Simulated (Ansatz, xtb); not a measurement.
C5H7FO: which of two isomers lies lower

We compare I, `CC(=O)/C=C(\C)F`, a singlet, with II, `C[C@@H]1C=CO[C@H]1F`, a singlet. Both are isolated molecules in the gas phase, relaxed with B3LYP-D3(BJ)/def2-SVP; the shapes shown needn't be the lowest conformers.

I (Å):

```yaml
atoms:
  - { symbol: C, position_ang: [-2.4274, -0.3118, 0.5676] }
  - { symbol: C, position_ang: [-1.1088, 0.1575, -0.0189] }
  - { symbol: C, position_ang: [-1.1524, 1.4967, -0.6509] }
  - { symbol: C, position_ang: [-0.1125, 2.1181, -1.2395] }
  - { symbol: C, position_ang: [1.2905, 1.6677, -1.4116] }
  - { symbol: F, position_ang: [-0.3311, 3.3336, -1.7646] }
  - { symbol: O, position_ang: [-0.1110, -0.5411, 0.0426] }
  - { symbol: H, position_ang: [-2.7877, 0.4052, 1.3239] }
  - { symbol: H, position_ang: [-3.1978, -0.3618, -0.2199] }
  - { symbol: H, position_ang: [-2.2972, -1.3013, 1.0234] }
  - { symbol: H, position_ang: [-2.1046, 2.0327, -0.6448] }
  - { symbol: H, position_ang: [1.4208, 0.6702, -0.9794] }
  - { symbol: H, position_ang: [1.9695, 2.3875, -0.9243] }
  - { symbol: H, position_ang: [1.5444, 1.6591, -2.4848] }
```

II (Å):

```xyz
14

C    -2.2914    1.0545   -0.9729
C    -1.0612    1.1258   -0.0620
C    -0.0292    2.1316   -0.5226
C     1.0372    1.4575   -0.9596
C    -0.2233   -0.1703   -0.0733
F     0.1691   -0.4954    1.2039
O     0.9272    0.0920   -0.8388
H    -1.9974    0.8117   -2.0064
H    -2.8180    2.0207   -0.9935
H    -3.0024    0.2880   -0.6241
H    -1.3780    1.3013    0.9795
H    -0.1595    3.2120   -0.5345
H     1.9694    1.8032   -1.4053
H    -0.7310   -1.0521   -0.4948
```

Energies in hartree; the thermal terms are from GFN2-xTB frequencies at re-optimised GFN2-xTB minima (ideal gas, soft modes damped towards free rotors, one conformer each, 298.15 K, 1 atm) and include the zero-point energy:

```
                              I           II
E, CCSD(T)/def2-SVP  −368.543762  −368.535755
    E, MP2/def2-SVP  −368.455745  −368.447827
  E, MP2/def2-TZVPP  −369.143407  −369.139622
  zero-point energy     0.107169     0.110290
       H(298 K) − E     0.116346     0.117758
       G(298 K) − E     0.074264     0.079828
```

Correct the CCSD(T) difference for the basis set by the MP2 change, then work out ΔE, ΔE₀, ΔH and ΔG for I → II in kJ/mol (1 Eh = 2625.50 kJ/mol) and the equilibrium ratio [II]/[I].

1. Differences II − I: CCSD(T) +0.008007, MP2 in the small set +0.007918, MP2 in the large set +0.003785 Eh.
2. ΔE = +0.008007 + (+0.003785 − (+0.007918)) = +0.003874 Eh = +10.17 kJ/mol.
3. ΔE₀ = ΔE + ΔZPE = +0.003874 + (+0.003121) Eh = +18.37 kJ/mol.
4. ΔH = ΔE + (+0.001412) Eh = +13.88 kJ/mol.
5. ΔG = ΔE + (+0.005564) Eh = +24.78 kJ/mol, so ΔS = (ΔH − ΔG)/T = −36.6 J/(mol K).
6. kT = 0.9442 mEh, so K = [II]/[I] = exp(−ΔG/kT) = exp(−10.00) ≈ 4.6 × 10^−5.

Structure I is favoured at this temperature. An error of 4 kJ/mol in ΔG would change K by a factor of 5. GFN2-xTB, HF/STO-3G gave ΔE the other sign. Mirror images and further conformers aren't counted.

As drawn, II has 2 C–O in place of 1 C=O. Structure I has no ring, II a 5-membered ring.

Other levels gave ΔE = −47.5 (GFN2-xTB); −98.6 (HF/STO-3G, GFN2-xTB geometries); +29.5 (r2SCAN-D4/def2-SVP, GFN2-xTB geometries); +33.6 (B3LYP-D3(BJ)/def2-SVP); +28.1 (HF/def2-SVP); +20.8 (MP2/def2-SVP); +21.0 (CCSD(T)/def2-SVP) kJ/mol. The correlated steps freeze 7 core orbitals. Programs: Ansatz 0.2.0, xtb 6.7.1.
